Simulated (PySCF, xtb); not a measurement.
C3H8BNO, SMILES C[C@@H]1CB(O1)N.

GFN2-xTB (xtb) at its own geometry gives an orbital gap of 6.81 eV and a dipole moment of 1.65 D.

Coordinates come from a B3LYP-D3(BJ)/def2-SVP optimisation. The structure was generated by enumeration; whether it is a known compound was not checked. Other conformers were not sampled.

Problem. What does PBE/def2-TZVP (PySCF) give? (Estimate from the structure and the level; the computed values follow.)

Solution. gap 6.27 eV (levels -6.03 and 0.23 eV), dipole 1.44 D.
